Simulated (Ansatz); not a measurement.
Relaxation of C$_{2}$H$_{7}$BFN (12 atoms, charge 0, multiplicity 1), to a largest force component of 0.02 eV/Å in at most 50 steps.

Method: UKS PBE0-D4/6-31G* (Ansatz 0.2.0).

```xyz
12
Properties=species:S:1:pos:R:3
B -1.820 -0.229 0.957
N -0.797 -0.524 -0.092
C 0.309 0.403 0.019
C 1.514 0.024 -0.957
F -0.062 1.690 -0.269
H -2.435 0.868 0.898
H -2.143 -0.972 1.775
H -0.419 -1.468 0.129
H -0.868 -0.113 -1.045
H 2.287 0.731 -0.853
H 1.808 -1.006 -0.703
H 1.065 0.039 -1.975
```

**Question.** Where does it end, and by what steps?

**Answer.** The forces met the threshold. After 13 steps the energy has fallen by 4.563 eV; H7 moved furthest, 1.51 Å. Joined: B1–C3.

```
step  energy less start (eV)  largest force component (eV/Å)  accepted
   0                  0.0000                           4.430       yes
   1                 -1.7135                           1.316       yes
   2                 -2.3690                           1.569       yes
   3                 -3.1146                           1.920       yes
   4                 -3.7708                           1.089       yes
   5                 -4.1514                           0.506       yes
   6                 -4.3722                           0.355       yes
   7                 -4.4766                           0.366       yes
   8                 -4.5307                           0.403       yes
   9                 -4.5544                           0.160       yes
  10                 -4.5610                           0.066       yes
  11                 -4.5629                           0.026       yes
  12                 -4.5631                           0.027       yes
  13                 -4.5632                           0.012       yes
```

```xyz
12
Properties=species:S:1:pos:R:3
B -1.044 0.030 0.922
N -1.140 -0.563 -0.603
C -0.091 0.453 -0.240
C 1.317 -0.002 -0.471
F -0.342 1.601 -0.953
H -1.985 0.725 1.181
H -0.647 -0.793 1.701
H -0.823 -1.487 -0.876
H -1.853 -0.193 -1.222
H 2.006 0.731 -0.041
H 1.500 -0.958 0.029
H 1.542 -0.098 -1.541
```

The run took 95 s on 2 threads of Arm Neoverse N1 (shared host), peak memory 0.27 GiB.
